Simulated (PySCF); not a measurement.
**A series of related molecules**

Theory: TDDFT B3LYP/def2-SVPD circular dichroism and optical rotation, one conformer, gas phase (PySCF 2.14.0). Geometry: GFN2-xTB.

Each molecule in one low-energy conformer. The parent is C[C@@H]1[GeH2][CH2]C[C@@H]1F.

The calculation is non-relativistic, which matters for the atoms heavier than Zn.

(1) How does the specific rotation at 589.3 nm (origin-invariant length gauge) change along this series?
- C[C@@H]1[GeH2][CH2]C[C@@H]1F (base)
- C[C@H]1[GeH2][CH2]C[C@@H]1F (diastereomer)

## Answers

(1) 
| molecule | [α]589 (deg dm⁻¹ (g/mL)⁻¹) | S1 (eV) | R(S1), velocity form (10⁻⁴⁰ esu² cm²) |
| --- | --- | --- | --- |
| C[C@@H]1[GeH2][CH2]C[C@@H]1F | -8.0 | 6.85 | -2.1 |
| C[C@H]1[GeH2][CH2]C[C@@H]1F | +63.8 | 6.96 | -2.5 |

The specific rotation at 589.3 nm (origin-invariant length gauge) is lowest for C[C@@H]1[GeH2][CH2]C[C@@H]1F and highest for C[C@H]1[GeH2][CH2]C[C@@H]1F.
